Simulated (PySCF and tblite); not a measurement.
Values are calculated unless marked as measured or tabulated.
3 regioisomers of C3H6FNSSi2:

| isomer | SMILES |
| --- | --- |
| A | [F:1][c:2]1[n:3][c:4]([SiH3:5])[c:6]([SiH3:7])[s:8]1 |
| B | [F:1][c:2]1[n:3][c:4]([SiH3:5])[s:6][c:7]1[SiH3:8] |
| C | [F:1][c:2]1[s:3][c:4]([SiH3:5])[n:6][c:7]1[SiH3:8] |

Protocol: conformer search, at most 4 conformers an isomer, GFN2-xTB geometries, energies B3LYP/def2-SVP (IEF-PCM, acetonitrile) (D3(BJ) added where defined), weights at 298.15 K with GFN2-xTB thermal terms. Programs: PySCF with density fitting and tblite.

Task: Rank the isomers by free energy at 298.15 K.

Result: 
```json
{"isomer": "B", "ΔG (kcal/mol)": "0.0", "ΔE, lowest conformer": "0.0", "conformers": "1", "largest weight %": "100", "rms dipole (D)": "2.76"}
{"isomer": "A", "ΔG (kcal/mol)": "4.7", "ΔE, lowest conformer": "4.2", "conformers": "1", "largest weight %": "100", "rms dipole (D)": "2.76"}
{"isomer": "C", "ΔG (kcal/mol)": "11.3", "ΔE, lowest conformer": "11.4", "conformers": "1", "largest weight %": "100", "rms dipole (D)": "1.32"}
```

At least one structure keeps an imaginary mode at the tight-binding level.
